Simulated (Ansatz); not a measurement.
A structure relaxed at PBE-D4/def2-TZVP in Ansatz, charge 0, singlet:

Cartesian coordinates in Å:
```
Au -0.590 -1.250 0.409
P 0.319 0.674 -0.221
H 0.477 1.701 0.746
H -0.318 1.428 -1.241
H 1.637 0.661 -0.747
Cl -1.525 -3.213 1.054
```

(1) Give its formula, name or SMILES and point group.

(2) Summarise the bond lengths by kind (pairs closer than 1.2 times the sum of covalent radii, bridged metal pairs left out).

Answers

(1) Au(PH3)Cl (PH₃AuCl). Point group C3v (tolerance 0.1 Å).

(2) 1 × Au–P 2.22 Å; 1 × Au–Cl 2.27 Å; 3 × H–P 1.42 Å. The metal has 2 neighbours: P 2.22 Å, Cl 2.27 Å.

In the def2 sets Au takes a core potential; there is no spin–orbit coupling.
